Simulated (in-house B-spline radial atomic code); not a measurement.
# RPA and G0W0 on BLYP: Co⁴⁺

Configuration [Ar] 3d5, highest spin, mean-field start BLYP. Computed with a B-spline radial code for spherical atoms: all electrons, non-relativistic, point nucleus, each spin shell either full or empty, empty states to l = 9 with an (l + 1/2)⁻⁴ tail; G0W0 by contour deformation at full frequency.

Command:
```bash
python run_gw.py task.json out
```
Settings (radii: box in bohr, nucleus in fm):
```
Z                        27
electrons                23
configuration            [Ar] 3d5
hamiltonian              nr
method                   b88,lyp
lmax                     9
spin_polarised           True
box_radius               11.96
intervals                50
```

Cost of the run: 1.3 s on 1 thread of AMD EPYC 7R13 Processor, on a shared host.

Energies (hartree):

```csv
term,value
mean-field total,-1378.69527
Hartree-Fock functional on these orbitals,-1377.61303
direct second order,-1.7902
second-order exchange,0.58594
SOSEX correction,0.53958
```

(1) What is the RPA correlation energy, and what remains with SOSEX?

Quasi-particle levels (eV):

```tsv
level	occupied	mean field	Σx - vxc	Σc	QP weight	G0W0
3d up	yes	-68.47	-13.24	?	?	?
3p down	yes	-120.55	-12.58	1.18	0.929	-131.95
3d down	no	-62.40	15.42	-5.78	0.944	-52.76
```

G0W0 = mean field + (Σx - vxc) + Σc, with Σc (partial-wave tail included) taken at the quasi-particle energy. Only the outer levels were computed. Levels of low weight are left out.

(2) Where does G0W0 put 3d up?

Results:

(1) RPA gives -1.5744 hartree (-1.86 eV per electron); RPA + SOSEX gives -1.0348, and the second-order doubles -1.2042 hartree (no singles). SOSEX takes back 34 % of the RPA value.

(2) At -79.97 eV, with Σc = 1.74 eV and a quasi-particle weight of 0.939. The tabulated removal energy is 79.5 ± 0.2 eV (NIST, semi-empirical); the calculation leaves out relativity, Breit and QED terms, and what these don't explain is the method's own error.
